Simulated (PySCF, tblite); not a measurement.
C₆H₁₂F₃N.
SMILES with atom numbers: `[CH3:1][C:2]([CH3:3])([CH3:4])[NH:5][CH2:6][C:7]([F:8])([F:9])[F:10]` (hydrogens: H11, H12, H13 on C1; H14, H15, H16 on C3; H17, H18, H19 on C4; H20 on N5; H21, H22 on C6)

The geometry is computed with GFN2-xTB (gas phase).

(1) What internal coordinates does the optimisation give?

## Answers

(1) 
```tsv
bond	length (Å)	order
C1–C2, C2–C3, C2–C4	1.533	single
C2–N5	1.463	single
N5–C6	1.441	single
C6–C7	1.521	single
C7–F8, C7–F9	1.339	single
C7–F10	1.344	single
C1–H11 and 8 like bonds	1.087	single
N5–H20	1.015	single
C6–H21	1.092	single
C6–H22	1.105	single
```

Bonds in one row agree within 0.01 Å and their mean is given. Orders are formal, as drawn. A selection of angles:
```tsv
angle	degrees
C2–C1–H11	109.7
C2–C1–H12	111.5
H11–C1–H12	109.1
H12–C1–H13	107.9
C1–C2–C3	109.2
C1–C2–N5	109.3
C3–C2–N5	105.6
C4–C2–N5	112.8
C2–N5–C6	118.3
C2–N5–H20	109.5
C6–N5–H20	110.1
N5–C6–C7	108.5
N5–C6–H21	109.7
N5–C6–H22	115.6
C7–C6–H21	107.1
H21–C6–H22	109.0
C6–C7–F8	112.2
C6–C7–F9	113.0
F8–C7–F9	106.7
F8–C7–F10	106.3
```

Dihedral angles: C1–C2–N5–C6 61° (synclinal); C2–N5–C6–C7 -173° (antiperiplanar); N5–C6–C7–F8 -62° (synclinal). The mirror-image conformer, all signs reversed, is as good.

The C–N distances run from 1.441 Å (N5–C6, drawn single) to 1.463 Å (C2–N5, drawn single), a spread of 0.022 Å. Of the pairs four or more bonds apart, C1···H21 is among the closest relative to their van der Waals radii: 2.64 Å, 91 % of the sum of Bondi's values. N5 (secondary amine nitrogen) is pyramidal (angles 118.3°, 110.1° and 109.5°, sum 337.9°, 0.35 Å off the plane of its three neighbours).

Point group: C1 (no symmetry element, even within 0.4 Å). Its GFN2-xTB frequencies are all real (lowest 24 cm⁻¹). The numbers are those of one conformer.
